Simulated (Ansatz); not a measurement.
CH2GeN2, SMILES `N#[C][Ge][NH2]` (lower singlet) (charge 0, multiplicity 1). This singlet lies 2.24 eV below the relaxed triplet at the level frozen-core CCSD(T)/cc-pVTZ // PBE0-D3(BJ)/def2-TZVP (Ansatz, a quantum-chemistry and plane-wave program).

Level of theory: r2SCAN/cc-pVTZ // PBE0-D3(BJ)/def2-TZVP in Ansatz.

Ansatz 0.2 input:
```yaml
crystal:
  periodic: [false, false, false]
  atoms:
    - { symbol: N, position_ang: [2.496045, -0.612092, 0.475641] }
    - { symbol: C, position_ang: [1.56862, 0.041716, 0.259879] }
    - { symbol: Ge, position_ang: [0.086229, 1.332514, -0.094474] }
    - { symbol: N, position_ang: [-1.125405, 0.008315, -0.300652] }
    - { symbol: H, position_ang: [-0.9347, -0.978861, -0.226011] }
    - { symbol: H, position_ang: [-2.090789, 0.208406, -0.508944] }
basis:
  gaussian: { orbitals: cc-pVTZ }
hamiltonian:
  xc: r2scan
```

Output:

```
Functional definition: r2SCAN
991 factors; their error is unknown
mean field evaluation 1: about -60555.0614 eV, gradient 8.0e1 eV
mean field evaluation 2: about -60496.4143 eV, gradient 1.6e2 eV
mean field evaluation 4: about -60566.1873 eV, gradient 2.4e1 eV
mean field evaluation 8: about -60567.4635 eV, gradient 1.6e-1 eV
mean field evaluation 16: about -60567.4569 eV, gradient 2.8e-4 eV
mean field -60567.45688193 eV, -2225.8129863141 hartree, gradient 4.9e-5 eV, S^2 0.000000; 0 other end points of the search recorded, 0 dependent functions left out
reference -60567.45689115 eV, -2225.8129866531 hartree; 27, 27 occupied and 134, 134 virtual orbitals, 991 factors
Total energy: -60567.45689115 eV, -2225.8129866531 hartree
```
